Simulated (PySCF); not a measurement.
Molecule: SMILES [NH2][Zn][Cl] (H2ClNZn). Atoms near the plane z = 0.0 Å, at the PBE0/def2-SVP optimised geometry (x, y, z in Å): Zn1 (-0.1, 0.1, 0.0), Cl2 (-2.2, 0.3, 0.0), N3 (1.7, 0.1, 0.0), H4 (2.2, -0.3, -0.8), H5 (2.2, -0.3, 0.8).

Computed with PBE0/def2-TZVP run with PySCF. Cells within 0.4 Å of a nucleus heavier than hydrogen are left out (blank, or x). The values are rescaled to run from 0 to 1.

```
|0000000000000000000000000000000|
|0000000000000000000000000000000|
|0000000000000000000000000000000|
|0000000000000000000000000000000|
|0000000000000000000000000000000|
|0000000000000000000000000000000|
|0000000111100000000000000000000|
|0000112222211111111111110000000|
|0001223333322222222222221100000|
|0012334444433333333333332110000|
|0122345555544444444444443210000|
|0123456666655555545555544321000|
|0134567777665666655666654421000|
|0234567xx7766789866778765432100|
|1234577xxx7668xx9777xx875432100|
|1234567xx77668xx9777xxx76432100|
|0134567777666799876788765432100|
|0123456666655677666677665431000|
|0123345555554555555555554321000|
|0012334444444444444444443210000|
|0001223333333333333333332210000|
|0000112222222222222222221100000|
|0000001111111111111111110000000|
|0000000000000000001000000000000|
|0000000000000000000000000000000|
|0000000000000000000000000000000|
|0000000000000000000000000000000|
|0000000000000000000000000000000|
|0000000000000000000000000000000|
|0000000000000000000000000000000|
|0000000000000000000000000000000|
```
Scale: ten equal steps from 0.000 (start of '0') to 1.00 (end of '9'), in the order '0123456789'; x runs from -4.50 to 4.50, y from -4.50 (bottom) to 4.50 (top).

Q: Which quantity is mapped?
A) electron localisation function
B) electrostatic potential
C) log10 of the electron density
D) deformation density (molecule minus spherical neutral atoms)

A: C, log10 of the electron density. In full: log10 of the electron density (e/bohr³), floored at −4.
